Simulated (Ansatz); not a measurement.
`[SiH]N([SiH3])[SiH3]` + dimethylamine → `CN(C)[SiH]` + `[SiH3]N[SiH3]` at 600 K and 1 bar (ligand exchange at the Si–N bond).

Program: Ansatz. Geometries: PBE0-D4/def2-TZVP. ΔE: electronic, gas phase. CCSD(T)/CBS adds triple-zeta CCSD(T) − MP2 to the extrapolated MP2 energy (def2 sets, frozen cores). This one scheme is used for every species.

```csv
species,CCSD(T)/CBS energy (Eh),H − E (kJ/mol),S (J/(mol·K))
`[SiH]N([SiH3])[SiH3]`,-926.15926,235.9,451.5
`CNC`,-135.00321,284.6,333.5
`CN(C)[SiH]`,-424.06348,289.9,385.3
`[SiH3]N[SiH3]`,-637.10515,230.1,420.5
```

H − E and S are ideal-gas, rigid-rotor, harmonic terms from PBE0-D4/def2-TZVP. 1 Eh = 2625.50 kJ/mol, R = 8.31446 J/(mol·K).

Q: By hand: ΔE, ΔH, ΔS and ΔG.

A: ΔE = (-424.06348) + (-637.10515) − (-926.15926) − (-135.00321) = -0.00616 Eh = -16.2 kJ/mol. Δ(H − E) = 289.9 + 230.1 − 235.9 − 284.6 = -0.5, so ΔH = -16.7 kJ/mol. ΔS = 385.3 + 420.5 − 451.5 − 333.5 = 20.8 J/(mol·K). ΔG = -16.7 − 600 × (20.8)/1000 = -29.2 kJ/mol.

Q: By hand: the equilibrium constant, and the temperature at which ΔG would vanish if ΔH and ΔS stayed fixed.

A: log₁₀ K = −ΔG/(RT ln 10) = 2.5. ΔH and −TΔS have one sign here, so there is no such temperature.

TΔS isn't small against ΔH here. A doubt of 5 kJ/mol in ΔE shifts log₁₀ K by 0.4 here. Modes under 60 cm⁻¹, often nearly free rotors, make the harmonic entropy too high. These are equilibria of isolated gas molecules and say nothing of rates. Largest T1 diagnostic: 0.015 (customary marks: 0.02 for closed shells, 0.045 for open ones).
